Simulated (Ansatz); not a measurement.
`[InH2][CH2]N1[SiH2][SiH2]1` + CH₃OH → `C[O][InH2]` + `CN1[SiH2][SiH2]1` at 298.15 K and 1 bar (ligand exchange at the In–C bond).

Gas-phase electronic energies from Ansatz, PBE0-D4/def2-TZVP geometries. CCSD(T)/CBS is the MP2 limit (def2-TZVPP, def2-QZVPP) plus CCSD(T) − MP2 in def2-TZVPP, frozen cores. This one scheme is used for every species. Elements past krypton have def2 core potentials. For In outer-core shells are correlated without core-valence functions, which leaves a few kJ/mol of doubt a bond. One conformer a species, not always the lowest.

```csv
species,CCSD(T)/CBS energy (Eh),H − E (kJ/mol),S (J/(mol·K))
`[InH2][CH2]N1[SiH2][SiH2]1`,-865.47902,231.6,408.6
CH₃OH,-115.61712,146.3,238.2
`C[O][InH2]`,-306.01914,156.4,318.5
`CN1[SiH2][SiH2]1`,-675.10262,222.3,334.3
```

H − E and S are ideal-gas, rigid-rotor, harmonic terms from PBE0-D4/def2-TZVP, for one conformer and one mirror image of each species. 1 Eh = 2625.50 kJ/mol, R = 8.31446 J/(mol·K).

Q: By hand: ΔE, ΔH, ΔS and ΔG.

A: ΔE = (-306.01914) + (-675.10262) − (-865.47902) − (-115.61712) = -0.02562 Eh = -67.3 kJ/mol. Δ(H − E) = 156.4 + 222.3 − 231.6 − 146.3 = 0.8, so ΔH = -66.5 kJ/mol. ΔS = 318.5 + 334.3 − 408.6 − 238.2 = 6.0 J/(mol·K). ΔG = -66.5 − 298.15 × (6.0)/1000 = -68.3 kJ/mol.

Q: By hand: the equilibrium constant, and the temperature at which ΔG would vanish if ΔH and ΔS stayed fixed.

A: log₁₀ K = −ΔG/(RT ln 10) = 12.0. ΔH and −TΔS have one sign here, so there is no such temperature.

The number of gas molecules stays the same, so ΔS is small and ΔH decides. A doubt of 5 kJ/mol in ΔE shifts log₁₀ K by 0.9 here. Other conformers and mirror images would add mixing entropy, several J/(mol·K) or more a flexible species. Modes under 60 cm⁻¹, often nearly free rotors, make the harmonic entropy too high. These are equilibria of isolated gas molecules and say nothing of rates. Largest T1 diagnostic: 0.017 (customary marks: 0.02 for closed shells, 0.045 for open ones).

ΔS is within the doubt of such terms, so its sign, and with it that verdict, could turn.
